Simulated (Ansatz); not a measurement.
Two members of one family (Oligo(thiazole), CF3 ends), computed with Ansatz in the gas phase. Binding counts from free atoms in the multiplicity of their measured ground term, without zero-point energy. Sets without diffuse functions give affinities that are too small. A dash marks a value that wasn't run or was left out as unsound. The structures are stationary points that may keep the symmetry of their start. Remarks come from the PBE and PBE0 runs and from stability tests at other levels; not every state was tested. A HOMO above zero means that the electron is unbound at that level and held by the basis, or that self-interaction error raises the level; the energy of removing that electron tells which.

First: FC(F)(F)c1cnc(-c2cnc(-c3cnc(C(F)(F)F)s3)s2)s1 (singlet, charge 0, r2SCAN-D4/def2-SVP geometry).

```xyz
26

F    -0.586   -6.809   -1.907
C    -1.515   -6.047   -1.314
F    -2.607   -6.040   -2.099
F    -1.869   -6.645   -0.164
C    -0.986   -4.671   -1.085
C     0.260   -4.184   -1.412
N     0.488   -2.886   -1.093
C    -0.562   -2.345   -0.517
C    -0.624   -0.979   -0.065
C    -1.656   -0.282    0.551
N    -1.405    1.008    0.859
C    -0.186    1.353    0.499
C     0.343    2.681    0.710
C    -0.323    3.750    1.298
N     0.384    4.904    1.388
C     1.576    4.761    0.886
C     2.611    5.855    0.831
F     2.146    6.980    1.358
F     3.721    5.495    1.497
F     2.980    6.097   -0.439
S     1.941    3.177    0.251
S     0.742    0.075   -0.261
S    -1.931   -3.435   -0.333
H     1.037   -4.779   -1.898
H    -2.631   -0.718    0.788
H    -1.347    3.684    1.670
```

| level | HOMO (eV) | LUMO (eV) | gap (eV) | vertical IE (eV) | vertical EA (eV) | vertical triplet (eV) | binding per atom (eV) |
| --- | --- | --- | --- | --- | --- | --- | --- |
| PBE-D4/def2-SVP | -5.94 | -3.61 | 2.32 | – | – | – | 5.38 |
| PBE-D4/def2-TZVP | -5.99 | -3.73 | 2.26 | 7.96 | 1.88 | 2.05 | 5.27 |
| r2SCAN-D4/def2-TZVP | -6.15 | -3.72 | 2.43 | – | – | – | 5.00 |
| PBE0-D4/def2-SVP | -6.92 | -3.09 | 3.83 | – | – | – | 5.14 |
| PBE0-D4/def2-TZVP | -6.87 | -3.12 | 3.75 | 8.20 | 1.87 | 2.20 | 5.05 |

Remarks: HOMO above zero (-1 doublet).

Second: FC(F)(F)c1cnc(-c2cnc(-c3cnc(-c4cnc(C(F)(F)F)s4)s3)s2)s1 (singlet, charge 0, r2SCAN-D4/def2-SVP geometry).

Cartesian coordinates in Å:
```
F -1.946 1.558 8.326
C -2.928 1.633 7.413
F -3.913 0.809 7.796
F -3.402 2.890 7.457
C -2.450 1.267 6.048
C -2.899 0.242 5.245
N -2.287 0.126 4.039
C -1.362 1.046 3.884
C -0.542 1.179 2.708
C 0.464 2.093 2.414
N 1.059 1.962 1.211
C 0.545 0.951 0.535
C 0.998 0.587 -0.783
C 2.003 1.217 -1.513
N 2.262 0.703 -2.732
C 1.487 -0.327 -3.000
C 1.554 -1.065 -4.237
C 2.412 -0.812 -5.301
N 2.290 -1.645 -6.365
C 1.365 -2.535 -6.156
C 0.979 -3.607 -7.142
F 1.717 -3.533 -8.241
F 1.134 -4.829 -6.604
F -0.315 -3.495 -7.487
S 0.551 -2.430 -4.615
S 0.359 -0.732 -1.714
S -0.736 0.090 1.369
S -1.187 2.139 5.253
H -3.695 -0.449 5.531
H 0.782 2.890 3.094
H 2.557 2.077 -1.131
H 3.142 0.000 -5.300
```

Task: What does the change do? Estimate second minus first.

Result: 
```
              level  Δ HOMO (eV)  Δ LUMO (eV)  Δ gap (eV)  Δ vertical IE (eV)  Δ vertical EA (eV)  Δ vertical triplet (eV)  Δ binding per atom (eV)
    PBE-D4/def2-SVP         0.24        -0.10       -0.34                   –                   –                        –                     0.06
   PBE-D4/def2-TZVP         0.25        -0.09       -0.34               -0.47                0.32                    -0.28                     0.06
r2SCAN-D4/def2-TZVP         0.26        -0.10       -0.36                   –                   –                        –                     0.06
   PBE0-D4/def2-SVP         0.31        -0.13       -0.44                   –                   –                        –                     0.06
  PBE0-D4/def2-TZVP         0.31        -0.13       -0.44               -0.46                0.28                    -0.24                     0.06
```
